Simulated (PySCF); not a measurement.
Bonds (- single, = double, # triple, : aromatic): O1#C2 1.111 Å, C2-C3 1.391 Å, C3-C4 1.587 Å, C4-F5 1.332 Å, C4-F6 1.326 Å, C4-C7 1.575 Å, C7-F8 1.326 Å, C7-F9 1.302 Å, C7-F10 1.346 Å. C3 carries H11, H12. Formal charges: O1 +1.

Total charge +1.

Geometry: GFN2-xTB; GIAO shifts from PySCF 2.14.0 with density-fitted response routines, gas phase, non-relativistic, averaged over equivalent atoms.

At HF/pcSseg-0 (94 basis functions, 4.2 s wall time on 1 thread of an Intel Xeon Platinum 8488C, shared host):
| atoms | δ (ppm) |
| --- | --- |
| O1 | 427.0 |
| C2 | 187.4 |
| C7 | 131.2 |
| C4 | 126.1 |
| C3 | 26.5 |
| F8/F9/F10 | -50.4 |
| F5/F6 | -73.5 |
| H11/H12 | 6.03 |

Referencing at the same level of theory: H2O for 17O (σref 346.38); 13C (σref 202.47) and 1H (σref 33.98) against TMS; CFCl3 for 19F (σref 261.23).

Estimate the result of repeating the calculation with PBE0/pcSseg-1.

Results:


| atoms | δ at PBE0/pcSseg-1 | change |
| --- | --- | --- |
| O1 | 372.5 | -54.5 |
| C2 | 157.0 | -30.4 |
| C7 | 126.8 | -4.4 |
| C4 | 124.1 | -2.0 |
| C3 | 20.4 | -6.1 |
| F8/F9/F10 | -92.6 | -42.2 |
| F5/F6 | -98.6 | -25.1 |
| H11/H12 | 5.04 | -0.99 |

References, each an isolated molecule treated in the same way: 17O (σ = 336.08 ppm) against H2O; 13C (σ = 186.93 ppm) and 1H (σ = 31.72 ppm) vs TMS; 19F (σ = 170.95 ppm) vs CFCl3.

The largest change is at O1 (oxygen bonded to C). Cost: 180 basis functions, 29 s wall time on 1 thread of an Intel Xeon Platinum 8488C, shared host. The order of the carbon signals is the same at both levels.

Unscaled 19F shifts against computed CFCl3 carry errors that often reach 10 to 50 ppm. Unscaled 17O shifts of doubly bonded oxygen tend to come out too high, by tens of ppm or more. Experimental scales use liquid or dissolved standards, which lie at an offset from isolated H2O (liquid H2O: subtract about 36 ppm).
